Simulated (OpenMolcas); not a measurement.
## O+: CASPT2 settings compared

```
Program             : OpenMolcas 26.06
Basis               : ANO-L-VQZP [5s4p3d2f]
Scalar Hamiltonian  : non-relativistic, point nucleus
Active space        : 3 electrons in 3 orbitals (2p)
State averaging     : 2S+1 = 4 odd, 1 root; 2S+1 = 2 odd, 8 roots kept (CI in the orbitals of an earlier block)
Spin-orbit coupling : state interaction with AMFI integrals over the reference wave functions, term energies averaged over their components
```

Methods on the same reference wave functions:
A. CASSCF
B. SS-CASPT2, IPEA 0.15 Eh, no level shift (closed shells correlated: 1s 2s)
C. SS-CASPT2, IPEA 0.1 Eh, imaginary shift 0.3 Eh (closed shells correlated: 2s)
D. SS-CASPT2, IPEA 0.6 Eh, imaginary shift 0.5 Eh (closed shells correlated: 2s)

Energies in cm-1 above 2s2 2p3 4S* 3/2, the measured ground level; measured values from NIST Handbook of Basic Atomic Spectroscopic Data.

| Level | A | B | C | D | Measured |
| --- | --- | --- | --- | --- | --- |
| 2s2 2p3 4S* 3/2 | 0.0 | 0.0 | 0.0 | 0.0 | 0.0 |
| 2s2 2p3 2D* 3/2 | 30879 | 27680 | 27670 | 27490 | 26831 |
| 2s2 2p3 2D* 5/2 | 30881 | 27680 | 27670 | 27490 | 26811 |
| 2s2 2p3 2P* 1/2 | 51468 | 43380 | 43350 | 43450 | 40470 |
| 2s2 2p3 2P* 3/2 | 51471 | 43380 | 43360 | 43450 | 40468 |

Deviations, from unrounded energies. A percentage is the sum of absolute deviations over the sum of measured energies, with the sign that they share, or ± where signs differ.

```tsv
Against measurement	Levels	A	B	C	D
mean absolute deviation (cm-1)	4	7500	1900	1900	1800
other terms of the ground configuration (%)	4	+22.4	+5.6	+5.6	+5.4
```

B, C, D lie about equally close to measurement and A furthest from it. The largest miss of D in the table is 2s2 2p3 2P* 3/2, by +3000 cm-1. The ranking rests on the paired levels alone, and a cruder setting can come out closer through cancelling errors.

Among B to D the level of the table that moves most is 2s2 2p3 2D* 5/2, by 190 cm-1 (lowest in D, highest in B). Moves below CASPT2's spread within the term are not significant.

The mean deviations of B to D differ by less than CASPT2's widest spread within a term (690 cm-1), so their order carries little weight.

From A to B the spin-free energies of the other terms of 2s2 2p3 shown, above 4S*, scale by factors of 0.84 to 0.90.

The lowest spin-free term lies below A's lowest term by 0.125 hartree in B, 0.116 hartree in C, 0.105 hartree in D.

CASPT2 does not keep the components of a term degenerate, so their means are used; among the terms shown or strongly mixed into the levels shown the widest spread is 690 cm-1 (2s2 2p3 2D*, D). Terms from blocks run as CI alone lack orbitals of their own. With the s shell closed, the reference lacks s² → p² mixing. Without dynamic correlation excited terms often stand tens of per cent too high (terms of higher spin than the ground term too low), and those without a measured partner can miss by more than the paired ones (holds for A). Measured partners are found by configuration, term and J. A level has none where our copy of the source lacks it or the pairing is in doubt (some pairs that miss far off the trend of their configuration count as doubtful), and it then counts in no deviation. Levels of configurations outside the active space are missing.

* marks odd parity.
